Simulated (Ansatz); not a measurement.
Relaxation of C2H4AlNO (9 atoms, charge 0, multiplicity 1), to a largest force component of 0.015 eV/Å in at most 40 steps.

The calculation used RKS PBE0-D4/6-31G (Ansatz 0.2.0).

```xyz
9
Properties=species:S:1:pos:R:3:forces:R:3
N 0.237 1.820 -1.301 -4.47 2.08 1.40
C 0.730 0.784 -0.922 -0.32 0.24 -0.02
C 1.263 -0.321 -0.531 3.87 -1.92 -0.74
O 0.749 -1.184 0.381 0.49 -3.01 2.09
Al 1.708 -2.733 1.031 -1.48 1.60 -0.59
H -0.759 2.144 -0.963 3.04 -0.11 -1.81
H 2.304 -0.573 -0.890 -1.13 0.49 -0.02
H 3.111 -3.107 0.371 0.11 0.24 -0.17
H 1.038 -3.713 2.131 -0.11 0.40 -0.17
```

Task: Where does it end, and by what steps?

Result: The forces met the threshold. Limits of this set-up: no polarisation functions. After 21 steps the energy has fallen by 1.968 eV; N1 moved furthest, 0.60 Å.

| step | energy less start (eV) | largest force component (eV/Å) | accepted |
| --- | --- | --- | --- |
| 0 | 0.0000 | 4.469 | yes |
| 1 | -0.9977 | 2.563 | yes |
| 2 | -1.6945 | 1.150 | yes |
| 3 | -1.8121 | 1.572 | yes |
| 4 | -1.8927 | 0.674 | yes |
| 5 | -1.8208 | 1.355 | no |
| 6 | -1.9266 | 0.857 | yes |
| 7 | -1.9465 | 0.219 | yes |
| 8 | -1.9567 | 0.114 | yes |
| 9 | -1.9615 | 0.124 | yes |
| 10 | -1.9635 | 0.070 | yes |
| 11 | -1.9663 | 0.081 | yes |
| 12 | -1.9671 | 0.107 | yes |
| 13 | -1.9676 | 0.096 | yes |
| 14 | -1.9666 | 0.185 | no |
| 15 | -1.9681 | 0.053 | yes |
| 16 | -1.9682 | 0.071 | yes |
| 17 | -1.9684 | 0.019 | yes |
| 18 | -1.9684 | 0.023 | yes |
| 19 | -1.9684 | 0.017 | yes |
| 20 | -1.9684 | 0.020 | no |
| 21 | -1.9684 | 0.003 | yes |

```xyz
9
Properties=species:S:1:pos:R:3
N 0.044 1.856 -0.732
C 0.652 0.780 -0.705
C 1.418 -0.292 -0.593
O 1.160 -1.277 0.319
Al 1.725 -2.757 1.011
H -0.777 1.962 -1.338
H 2.272 -0.410 -1.253
H 3.091 -3.381 0.445
H 0.794 -3.364 2.154
```

Time of the run: 73 s on 1 thread of Arm Neoverse V1 (shared host), peak memory 0.15 GiB.
